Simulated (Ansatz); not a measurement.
In₇As₆H₂₀⁻, a cluster cut from zinc blende InAs (hydrogen-capped). The state is a singlet with charge -1. Geometry PBE-D4/def2-SVP.

```csv
atom,x (Å),y (Å),z (Å)
In1,-3.7200,1.7568,1.0603
In2,2.6260,-1.9506,-3.7224
In3,-1.3927,-2.1996,-0.5291
In4,-0.3663,1.6819,-1.8261
In5,0.4512,3.3466,2.2092
In6,2.1431,-0.6216,1.1500
In7,-1.2148,-0.5444,4.0334
As8,0.6395,-0.1014,-3.6860
As9,-2.3691,0.3011,-0.8195
As10,-1.6781,1.8089,2.8127
As11,2.8786,-2.1597,-1.0279
As12,-0.1432,-1.7416,1.8206
As13,1.3607,1.7333,0.1949
H14,-5.0180,0.7453,1.6617
H15,-3.9785,3.3390,0.3489
H16,4.0607,-1.1145,-4.2818
H17,2.0072,-3.4514,-4.3626
H18,-2.6664,-3.3881,-0.3729
H19,-0.1066,-2.3585,-1.7342
H20,-0.5409,3.1827,-2.7089
H21,-0.0670,4.8433,1.4585
H22,1.6442,3.2710,3.4911
H23,3.5678,-0.5913,2.1656
H24,-2.7242,-1.3629,4.3820
H25,0.0980,-0.4071,5.1885
H26,-0.5876,-0.8194,-4.2467
H27,0.8885,0.7422,-4.9450
H28,-3.2710,0.2196,-2.0584
H29,-2.2941,2.6199,3.9615
H30,2.4070,-3.5734,-0.6892
H31,4.3693,-2.4600,-0.8117
H32,0.3668,-3.1205,2.2604
H33,2.6296,2.3743,-0.3768
```

In the def2 sets In takes a core potential; there is no spin–orbit coupling. LC-ωPBE has ω = 0.4 bohr⁻¹. B3LYP takes the VWN-RPA correlation. Single mean-field runs in def2-SVP are fitted with def2-universal-jkfit.

Q: Estimate the orbital energies around the gap (eV) in Ansatz with PBE-D4/def2-SVP, r2SCAN-D4/def2-SVP, B3LYP-D4/def2-SVP, PBE0-D4/def2-SVP, LC-ωPBE/def2-SVP.

A: 
| orbital | PBE-D4/def2-SVP | r2SCAN-D4/def2-SVP | B3LYP-D4/def2-SVP | PBE0-D4/def2-SVP | LC-ωPBE/def2-SVP |
| --- | --- | --- | --- | --- | --- |
| HOMO−13 | -4.39 | -4.69 | -5.33 | -5.55 | -8.24 |
| HOMO−12 | -4.34 | -4.64 | -5.25 | -5.48 | -8.18 |
| HOMO−11 | -4.22 | -4.52 | -5.15 | -5.37 | -8.05 |
| HOMO−10 | -4.09 | -4.38 | -4.97 | -5.19 | -7.86 |
| HOMO−9 | -4.04 | -4.33 | -4.92 | -5.14 | -7.68 |
| HOMO−8 | -4.00 | -4.29 | -4.87 | -5.12 | -7.62 |
| HOMO−7 | -3.68 | -3.94 | -4.49 | -4.71 | -7.13 |
| HOMO−6 | -3.47 | -3.72 | -4.26 | -4.48 | -6.87 |
| HOMO−5 | -3.29 | -3.53 | -4.01 | -4.25 | -6.57 |
| HOMO−4 | -3.27 | -3.51 | -4.00 | -4.23 | -6.54 |
| HOMO−3 | -3.26 | -3.50 | -3.97 | -4.20 | -6.50 |
| HOMO−2 | -3.16 | -3.40 | -3.91 | -4.12 | -6.43 |
| HOMO−1 | -3.09 | -3.32 | -3.83 | -4.05 | -6.35 |
| HOMO | -3.07 | -3.30 | -3.81 | -4.03 | -6.34 |
| LUMO | 0.53 | 0.73 | 1.01 | 1.18 | 3.01 |
| LUMO+1 | 0.69 | 0.90 | 1.21 | 1.45 | 3.39 |
| LUMO+2 | 0.87 | 1.07 | 1.40 | 1.57 | 3.49 |
| LUMO+3 | 1.03 | 1.26 | 1.54 | 1.74 | 3.65 |
| LUMO+4 | 1.15 | 1.37 | 1.67 | 1.81 | 3.67 |
| LUMO+5 | 1.16 | 1.41 | 1.71 | 1.93 | 3.96 |
